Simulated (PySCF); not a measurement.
Cartesian coordinates (Å):
```xyz
10

Si     1.9890    -0.2074    -0.0549
C      0.3108    -0.0305    -0.0215
Si    -1.0414     1.2309     0.1499
Si    -1.2786    -0.9893    -0.0860
H      2.9407     0.9240     0.0588
H      2.6816    -1.5108    -0.1987
H     -1.1632     1.9221     1.4588
H     -1.2307     2.1791    -0.9775
H     -1.6364    -1.6212    -1.3819
H     -1.5717    -1.8968     1.0530
```
Charge 0, spin multiplicity 1.

Question: Give the HOMO–LUMO gap, total energy and HOMO at the level PBE0-D3(BJ)/def2-TZVP (PySCF 2.14.0).

Answer: 
```json
{
  "HOMO–LUMO gap": "4.54 eV",
  "total_energy": "-909.7316 Ha",
  "HOMO": "-6.65 eV"
}
```
